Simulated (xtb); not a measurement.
Here is a job for xtb.
```
$ xtb mol.xyz --gfn 2 --uhf 1 --vomega --json

# file mol.xyz
4

I     -1.93127252    -1.33453319    -0.03701836
Si     0.01593701    -0.00484828     0.77588505
I      2.11920502    -1.00358043    -0.11814888
I     -0.19214227     2.33939430    -0.04978353
```

Q: What does this run give for the vertical ionisation energy (with the method's empirical shift), vertical electron affinity (with the method's empirical shift)?

A: 
| Property | Result |
|---|---|
| vertical ionisation energy (with the method's empirical shift) | 8.09 eV |
| vertical electron affinity (with the method's empirical shift) | 2.57 eV |
